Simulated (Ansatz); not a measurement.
`[CH3][Ge]([CH3])([CH3])[CH3]` and `[CH3][Ge]([CH3])([CH3])[C]#N` differ in one atom or group.

Ansatz, PBE0-D4/def2-TZVP geometries, multiplicity 1. 

Scalar relativity is left out up to krypton.

```json
{"property": "size of the dipole moment (B3LYP/def2-TZVPP) / D", "`[CH3][Ge]([CH3])([CH3])[CH3]`": "0.00"}
{"property": "HOMO–LUMO gap (PBE0/def2-TZVPP) / eV", "`[CH3][Ge]([CH3])([CH3])[CH3]`": "8.92"}
{"property": "LUMO energy (PBE0/def2-TZVPP) / eV", "`[CH3][Ge]([CH3])([CH3])[CH3]`": "0.85"}
{"property": "HOMO energy (PBE0/def2-TZVPP) / eV", "`[CH3][Ge]([CH3])([CH3])[CH3]`": "-8.07"}
{"property": "HOMO–LUMO gap (PBE/def2-TZVPP) / eV", "`[CH3][Ge]([CH3])([CH3])[CH3]`": "6.91"}
{"property": "HOMO energy (PBE/def2-TZVPP) / eV", "`[CH3][Ge]([CH3])([CH3])[CH3]`": "-6.82"}
```

What does the change do to each property? (Best estimate.)

Ansatz gave: 
```json
{"property": "size of the dipole moment (B3LYP/def2-TZVPP) / D", "`[CH3][Ge]([CH3])([CH3])[C]#N`": "4.68", "shift": "4.68"}
{"property": "HOMO–LUMO gap (PBE0/def2-TZVPP) / eV", "`[CH3][Ge]([CH3])([CH3])[C]#N`": "9.13", "shift": "0.21"}
{"property": "LUMO energy (PBE0/def2-TZVPP) / eV", "`[CH3][Ge]([CH3])([CH3])[C]#N`": "0.33", "shift": "-0.52"}
{"property": "HOMO energy (PBE0/def2-TZVPP) / eV", "`[CH3][Ge]([CH3])([CH3])[C]#N`": "-8.81", "shift": "-0.74"}
{"property": "HOMO–LUMO gap (PBE/def2-TZVPP) / eV", "`[CH3][Ge]([CH3])([CH3])[C]#N`": "6.88", "shift": "-0.03"}
{"property": "HOMO energy (PBE/def2-TZVPP) / eV", "`[CH3][Ge]([CH3])([CH3])[C]#N`": "-7.54", "shift": "-0.72"}
```

With PBE0 the HOMO falls by 0.74 eV and the LUMO falls by 0.52 eV, so the gap widens by about 0.22 eV. PBE moves the HOMO by -0.72 eV and ωB97M-V by -0.73 eV.

B3LYP here is the variant with VWN-RPA as its local correlation; programs differ in this.
